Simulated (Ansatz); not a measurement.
Reaction (substitution at a C–Ge bond): `B[CH2][GeH2][SiH3]` + `N#CO` → `BCOC#N` + `[SiH3][GeH3]`

Gas-phase electronic energies from Ansatz, PBE0-D4/def2-TZVP geometries. CCSD(T)/CBS is the MP2 limit (def2-TZVPP, def2-QZVPP) plus CCSD(T) − MP2 in def2-TZVPP, frozen cores. This one scheme is used for every species. For Ge outer-core shells are correlated without core-valence functions, which leaves a few kJ/mol of doubt a bond. Scalar relativity is left out up to krypton. One conformer a species, not always the lowest.

```tsv
level	ΔE (kJ/mol)
SCS-MP2/def2-TZVPP	86.4
MP2/def2-QZVPP	99.0
```

(1) What does CCSD(T)/CBS give? (Estimate.)

Largest T1 diagnostic among the species: 0.014.

Answers

(1) Ansatz gave: +89.9 kJ/mol. The listed levels differ from it by -3.5, 9.1 kJ/mol.

In def2-TZVPP, CCSD(T) changes the Hartree–Fock value by +39.3 kJ/mol (the triples alone add +4.8 kJ/mol) and MP2 by +49.5 kJ/mol. The D4 term adds +9.4 kJ/mol with B3LYP and +5.1 kJ/mol with PBE0; it sums over pairs of atoms, weighted by their polarisabilities, and B3LYP, whose exchange is more repulsive, gets the larger term.

B3LYP here is the variant with VWN-RPA as its local correlation; programs differ in this.
